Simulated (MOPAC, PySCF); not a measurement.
BI₃, SMILES `IB(I)I`, neutral singlet in the gas phase. 

Cartesian coordinates (Å):
```xyz
4

I      2.0969    -0.2406     0.0071
B      0.0000     0.0000    -0.0003
I     -0.8400     1.9362    -0.0040
I     -1.2568    -1.6956    -0.0028
```
Charge 0, multiplicity 1.

All levels are single points at this geometry (PBE0-D3(BJ)/def2-TZVP); Pople sets use spherical d functions. Orbital energies aren't observables, and empty levels follow the basis.

B3LYP/LANL2DZ in PySCF gives dipole (D) = 0.00.

Q: Estimate the dipole (D) from each of these levels: TPSSh-D3(BJ)/def2-TZVP in PySCF; B3LYP/6-311+G** (LANL2DZ on I) in PySCF; B3LYP/6-31G* (LANL2DZ on I) in PySCF; BP86/6-31G* (LANL2DZ on I) in PySCF; M06-2X/6-31G* (LANL2DZ on I) in PySCF; PBE/6-31G* (LANL2DZ on I) in PySCF; SVWN5/6-31G* (LANL2DZ on I) in PySCF; HF/6-31G* (LANL2DZ on I) in PySCF; AM1 in MOPAC; PM3 in MOPAC; PM6 in MOPAC; PM7 in MOPAC.

A: 
| level | dipole (D) |
|---|---|
| TPSSh-D3(BJ)/def2-TZVP in PySCF | 0.00 |
| B3LYP/6-311+G** (LANL2DZ on I) in PySCF | 0.00 |
| B3LYP/6-31G* (LANL2DZ on I) in PySCF | 0.00 |
| BP86/6-31G* (LANL2DZ on I) in PySCF | 0.00 |
| M06-2X/6-31G* (LANL2DZ on I) in PySCF | 0.00 |
| PBE/6-31G* (LANL2DZ on I) in PySCF | 0.00 |
| SVWN5/6-31G* (LANL2DZ on I) in PySCF | 0.00 |
| HF/6-31G* (LANL2DZ on I) in PySCF | 0.00 |
| AM1 in MOPAC | 0.00 |
| PM3 in MOPAC | 0.00 |
| PM6 in MOPAC | 0.00 |
| PM7 in MOPAC | 0.00 |
